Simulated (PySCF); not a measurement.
RbF, SMILES [F][Rb]. Atoms are numbered in the order given.

```xyz
2

Rb     0.0000     0.0000    -0.4634
F      0.0000     0.0000     1.9050
```
Charge 0, spin multiplicity 1.

The structure is a stationary point at B3LYP-D3(BJ)/def2-TZVPD. The def2 effective core potentials stand for the cores of Rb; spin–orbit coupling is left out.

Calculation: ωB97X/def2-TZVPD in PySCF.

Mulliken values depend strongly on the basis, most of all with diffuse functions as here. ESP charges are fitted to the potential on shells at 1.4 to 2.0 van der Waals radii. Atomic charges (e):

```json
[
 {"atom": "Rb1", "Mulliken": "0.94", "ESP fit": "…"},
 {"atom": "F2", "Mulliken": "-0.94", "ESP fit": "…"}
]
```

### Question
What belongs in the gaps? (The exact figures need the calculation; the answer reports its results.)

### Answer

- Rb1, ESP fit: 0.82
- F2, ESP fit: -0.82
